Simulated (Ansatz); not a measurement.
Ideal-gas functions of H5InS, SMILES `[SH2+][InH3-]` at 800 K and 1 bar, from an Ansatz frequency run at PBE0-D4/def2-TZVP.

Molar mass 151.93 g/mol, point group Cs (symmetry number 1), electronic degeneracy 1, moments of inertia 12.496, 222.499, 222.847 u Å². Harmonic wavenumbers (cm⁻¹, unscaled): 70, 143, 241, 261, 423, 462, 601, 603, 619, 1202, 1781, 1793, 1804, 2716, 2730.

Use S(trans) = R[1.5 ln M + 2.5 ln T − 1.1517]; rotational temperatures θ = 24.2544 K / I; S(rot) = R[ln(√π/σ · √(T³/θAθBθC)) + 1.5]; for each mode x = 1.438777 ν̃/T, S = R[x/(eˣ − 1) − ln(1 − e⁻ˣ)] and H = RT x/(eˣ − 1); 1 cm⁻¹ = 0.0119627 kJ/mol; R = 8.31446 J/(mol·K).

Q: By hand: the entropy, in J/(mol·K).

A: Translation 192.0. Rotation: θ = 1.941, 0.109, 0.1088 K, giving 116.3. Vibration, mode by mode: 25.55, 19.63, 15.33, 14.68, 10.79, 10.09, 8.06, 8.04, 7.84, 3.36, 1.47, 1.45, 1.43, 0.37, 0.36, in all 128.4. Electronic 0.0. Sum 436.7 J/(mol·K).

Q: By hand: H − E and G − E in kJ/mol, counted from the electronic energy.

A: Zero-point energy ½ × 15449 × 0.0119627 = 92.4; thermal vibration 47.3; translation, rotation and pV give 4 RT = 26.6. H − E = 166.3 kJ/mol, and G − E = 166.3 − 800 × 436.7/1000 = -183.1 kJ/mol.

Vibration gives 29 % of the entropy, 45.2 J/(mol·K) of it from the modes under 150 cm⁻¹: soft modes count most, and the harmonic formula is weakest for them.
